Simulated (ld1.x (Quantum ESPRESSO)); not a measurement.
What one change does to a pseudopotential (O, TM)

oxygen (O), norm-conserving Troullier–Martins (Kleinman–Bylander form), made with ld1.x (Quantum ESPRESSO) 7.5 (PBE, non-relativistic). Core [He], reference 2s2 2p3 (charge +1). Waves: 2s (bound): rc 0.75 bohr; 2p (bound): rc 1.95 bohr. Local part: all-electron potential smoothed inside 1.15 bohr (lloc = -1). Core correction: none.

Change: all radii scaled by about 1.34 (s 1.00, p 2.62 bohr); local potential all-electron potential smoothed inside 1.54 bohr (lloc = -1).

Cutoffs: the cutoffs (Ry, on a coarse ladder) from which the occupation-weighted sum of valence levels, in a spherical-Bessel basis at the reference potential, stays within 10 and 1 mRy of its value at 400 Ry; they do not see the model core or the augmentation charge, which bear on the density cutoff. Errors are all-electron minus pseudo energies relative to the spin-unpolarised reference configuration.

**Question.** What does the change do?

**Answer.** The potential gets softer (80 Ry and 200 Ry → 60 Ry and 140 Ry); a bound ghost appears in s, which as a rule spoils a file; of the 7 tests that both files solve, the error grows in 7 and shrinks in 0 by more than 15 % and 0.3 meV (median size 65.3 → 268.8 meV). A larger radius leaves more room for a smooth pseudo-wave, so fewer plane waves are needed. More of the atom is replaced by a form fitted at one configuration, so other configurations suffer.

```csv
quantity,base,changed
"cutoff, loose",80 Ry,60 Ry
"cutoff, tight",200 Ry,140 Ry
loose cutoff by channel (10 mRy a level),"s 70 Ry, p 35 Ry","s 55 Ry, p 25 Ry"
bound ghosts,none,s
"error for 2s2 2p4, meV [ΔE -16.44 eV]",+52,+202
"error for 2s2 2p2, meV [ΔE 33.59 eV]",+212,+582
"error for 2s2 2p1, meV [ΔE 87.47 eV]",+1344,+3267
"error for 2s2 2p3.5, meV [ΔE -10.15 eV]",+20,+71
"error for 2s2 2p0, meV [ΔE 164.37 eV]",+4397,+9649
"error for 2s1 2p4, meV [ΔE 15.17 eV]",+10,-45
"error for 2s2 2p4.3, meV [ΔE -18.56 eV]",+65,+269
```

 A true bound ghost makes a file unfit for plane-wave use even where its test errors are small: the radial tests pick states by their node count and pass the ghost by.
